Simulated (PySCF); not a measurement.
**Name the molecule from its bond curve**

A diatomic of charge -1 contains Sb. Its triplet curve at r²SCAN in a double-zeta basis (scalar-relativistic core potentials, PySCF), in eV from the separated fragments:

```csv
R (Å),E (eV)
1.650,-2.490
1.727,-3.347
1.804,-3.817
1.861,-3.986
1.919,-4.040
1.977,-4.007
2.053,-3.864
2.149,-3.580
2.264,-3.155
2.418,-2.537
```

The fit gives ωe = 703 cm⁻¹ and the rotational constant Bₑ = 0.3227 cm⁻¹.

Task: Which atom is the partner?

Result: The minimum lies at 1.923 Å, so the reduced mass is 16.8576 u Å² cm⁻¹/(Bₑ·Re²) = 14.13 u. With Sb at 120.90 u the partner weighs about 16.0 u: O. The molecule is SbO⁻.

Spin–orbit coupling is left out. The highest Kohn–Sham level is positive in this anion. Much of that is self-interaction error, but it also means that the finite basis helps to hold the extra electron. The state was picked by a PBE0 search and need not be the measured ground state.
